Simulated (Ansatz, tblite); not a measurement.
Forces on the cluster CrCl3 at its r2SCAN-D4/def2-SVP geometry. The state is a doublet with charge 0.

The xTB rows come from tblite. At PBE-D4/def2-TZVP, PBE0-D4/def2-TZVP the charge 0 doublet is spin-contaminated (final ⟨S²⟩ up to 1.76, 0.75 for a pure state). The order of the spin states hangs on the level: the quartet lies 0.88 eV below the doublet at PBE0-D4/def2-TZVP, but 0.54 eV above it at GFN2-xTB. The structure comes from a short search, and lower isomers may exist.

GFN2-xTB (tblite), largest force 1.08 eV/Å:

```xyz
4
positions Å, forces eV/Å
Cr    0.000    0.000    0.000   -0.002    0.000    0.000
Cl   -1.894   -0.202    0.933    0.968    0.103   -0.477
Cl    0.935   -1.689   -0.879   -0.477    0.862    0.449
Cl    0.959    1.891   -0.055   -0.489   -0.965    0.028
```

PBE-D4/def2-TZVP (Ansatz), largest force 0.08 eV/Å:

```
Cr 0.001 0.000 0.000
Cl 0.075 0.008 -0.037
Cl -0.037 0.066 0.035
Cl -0.038 -0.074 0.002
```

PBE0-D4/def2-TZVP (Ansatz), largest force 0.21 eV/Å:

```
Cr 0.001 0.000 0.000
Cl 0.189 0.020 -0.093
Cl -0.094 0.168 0.088
Cl -0.096 -0.188 0.006
```
